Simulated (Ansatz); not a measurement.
Isolated molecules relaxed with PBE0-D4/def2-TZVP in Ansatz; ΔE leaves out vibrations. CCSD(T)/CBS adds triple-zeta CCSD(T) − MP2 to the extrapolated MP2 energy (def2 sets, frozen cores). This one scheme is used for every species. DFT in def2-TZVPP. Elements past krypton have def2 core potentials. For Te outer-core shells are correlated without core-valence functions, which leaves a few kJ/mol of doubt a bond. Each species was taken in one conformer, which may not be the lowest.

Reaction (ligand exchange at a B–O bond): `COBC=O` + H₂Te → `O=CB[TeH]` + CH₃OH

| level | ΔE (kcal/mol) | difference from CCSD(T)/CBS |
| --- | --- | --- |
| PBE0-D4 | 15.9 | -0.8 |
| r2SCAN0-D4 | 17.0 | 0.3 |
| BHLYP-D4 | 19.8 | 3.1 |
| BLYP | 18.8 | 2.1 |
| PBE0 | 16.3 | -0.4 |
| BHLYP | 21.0 | 4.3 |
| MP2/def2-SVP | 23.1 | 6.4 |
| CCSD(T)/def2-SVP | 23.8 | 7.1 |
| MP2/def2-TZVPP | 16.4 | -0.3 |
| CCSD/def2-TZVPP | 19.1 | 2.4 |
| CCSD(T)/def2-TZVPP | 18.1 | 1.4 |
| HF/def2-QZVPP | 23.1 | 6.4 |
| MP2/def2-QZVPP | 15.7 | -1.0 |
| SCS-MP2/def2-QZVPP | 17.7 | 1.0 |
| MP2/CBS(def2) | 15.0 | -1.7 |
| CCSD/CBS(def2) | 17.7 | 1.0 |
| CCSD(T)/CBS | 16.7 | 0 |

Largest T1 diagnostic among the species: 0.017.

In def2-TZVPP, CCSD(T) changes the Hartree–Fock value by −4.8 kcal/mol (the triples alone add −1.0 kcal/mol) and MP2 by −6.5 kcal/mol. From BLYP to BHLYP (50 % exact exchange), in def2-TZVPP and without D4, ΔE moves by +2.2 kcal/mol. At CCSD(T), def2-SVP lies +7.1 kcal/mol from the extrapolated value and def2-TZVPP +1.4 kcal/mol.
